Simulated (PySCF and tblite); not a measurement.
Computed ¹H and ¹³C shifts (ppm) of 4 molecules with 10 carbons each, averaged over conformers at 298.15 K: GIAO PBE0/6-31G* on GFN2-xTB geometries, unscaled, against TMS (¹H), TMS (¹³C) at the same level; H on other atoms than carbon is left out (PySCF, tblite).

P. ¹H: 7.69 (1H), 7.62 (1H), 7.29 (1H), 6.99 (1H), 2.71 (3H) ¹³C: 192.9 (1C), 147.3 (1C), 139.6 (1C), 134.1 (1C), 126.9 (1C), 123.9 (1C), 122.2 (1C), 106.3 (1C), 105.4 (1C), 32.0 (1C)
Q. ¹H: 8.25 (2H), 7.64 (1H), 7.58 (2H), 2.98 (2H), 1.98 (2H), 1.06 (3H) ¹³C: 189.2 (1C), 129.8 (1C), 126.7 (1C), 123.8 (2C), 122.4 (2C), 40.8 (1C), 19.6 (1C), 15.4 (1C)
R. ¹H: 6.67 (2H), 5.41 (2H), 3.89 (6H) ¹³C: 148.3 (2C), 136.2 (2C), 109.2 (2C), 94.5 (2C), 54.5 (2C)
S. ¹H: 6.85 (1H), 6.56 (1H), 5.93 (1H), 5.75 (1H), 5.63 (1H), 5.57 (1H), 5.40 (1H), 5.39 (1H), 5.16 (1H), 2.95 (2H), 1.70 (3H) ¹³C: 132.8 (1C), 132.1 (1C), 127.6 (1C), 125.3 (1C), 122.9 (1C), 121.2 (1C), 114.3 (1C), 111.8 (1C), 34.8 (1C), 20.4 (1C)

The molecules:
1. C10H7BrO2, SMILES CC(=O)c1ccc2occc2c1Br
2. C₁₀H₁₀O₂S₂, SMILES COc1csc(-c2cc(OC)cs2)c1
3. C₁₀H₁₂O, SMILES CCCC(=O)c1ccccc1
4. C₁₀H₁₄, SMILES C=CC(C=C)=CC/C=C/C

Q: Which spectrum belongs to which molecule?

A: P is 1; Q is 3; R is 2; S is 4.

Assigned:
1. [CH3:1][C:2](=[O:3])[c:4]1[cH:5][cH:6][c:7]2[o:8][cH:9][cH:10][c:11]2[c:12]1[Br:13]: ¹³C: 192.9 (C2), 147.3 (C7), 139.6 (C9), 134.1 (C4), 126.9 (C11), 123.9 (C12), 122.2 (C5), 106.3 (C6), 105.4 (C10), 32.0 (C1) ppm.
2. [c:1]1([O:2][CH3:3])[cH:4][s:5][c:6](-[c:8]2[s:9][cH:10][c:11]([O:12][CH3:13])[cH:14]2)[cH:7]1: ¹³C: 148.3 (C1/C11), 136.2 (C6/C8), 109.2 (C7/C14), 94.5 (C4/C10), 54.5 (C3/C13) ppm.
3. [CH3:1][CH2:2][CH2:3][C:4](=[O:5])[c:6]1[cH:7][cH:8][cH:9][cH:10][cH:11]1: ¹³C: 189.2 (C4), 129.8 (C6), 126.7 (C9), 123.8 (C7/C11), 122.4 (C8/C10), 40.8 (C3), 19.6 (C2), 15.4 (C1) ppm.
4. [CH2:1]=[CH:2][C:3]([CH:4]=[CH2:5])=[CH:6][CH2:7]/[CH:8]=[CH:9]/[CH3:10]: ¹³C: 132.8 (C2), 132.1 (C3), 127.6 (C4), 125.3 (C6), 122.9 (C8), 121.2 (C9), 114.3 (C5), 111.8 (C1), 34.8 (C7), 20.4 (C10) ppm.

Unscaled shifts at such levels can be off by 15 ppm or more for ¹³C and 0.8 ppm for ¹H.

For scale, the study of CC(=O)c1ccc2occc2c1Br took 60 s on 1 thread of Arm Neoverse V1 (shared host) (rough), launched as `OMP_NUM_THREADS=1 python ens_run.py task.json out`.
